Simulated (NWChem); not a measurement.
C₂H₆ClFSi; SMILES C(C[SiH2]F)Cl

```xyz
11

F     -0.0057     2.7918    -0.0511
Si     0.4566     1.2203     0.1154
C     -1.0511     0.1544    -0.3196
C     -1.0188    -1.2223     0.3250
Cl     0.5589    -2.0594    -0.0160
H      1.6149     1.0027    -0.8077
H      0.8403     1.0058     1.5516
H     -1.9589     0.6992     0.0224
H     -1.1260     0.0679    -1.4241
H     -1.8147    -1.8952    -0.0485
H     -1.0987    -1.1615     1.4280
```
Atoms are numbered in this order, from 1.

Program: NWChem. Pople sets run with spherical d functions. Coordinates come from a PBE-D3(BJ)/def2-SVP optimisation. Atomic charges in e: unrestrained fits to the electrostatic potential beside Mulliken populations; buried atoms are poorly determined by the fit.

Task: What does the run give for Hartree-Fock/6-31G*? Quantities: ESP F1; Mulliken F1; ESP Si2; Mulliken Si2; ESP C3; Mulliken C3; ESP C4; Mulliken C4; ESP Cl5; Mulliken Cl5; relative RMS misfit of the potential (%).

Result: 
| Property | Result |
|---|---|
| ESP F1 | -0.39 |
| Mulliken F1 | -0.55 |
| ESP Si2 | 0.84 |
| Mulliken Si2 | 1.15 |
| ESP C3 | -0.19 |
| Mulliken C3 | -0.64 |
| ESP C4 | 0.14 |
| Mulliken C4 | -0.38 |
| ESP Cl5 | -0.27 |
| Mulliken Cl5 | -0.12 |
| relative RMS misfit of the potential (%) | 27 |
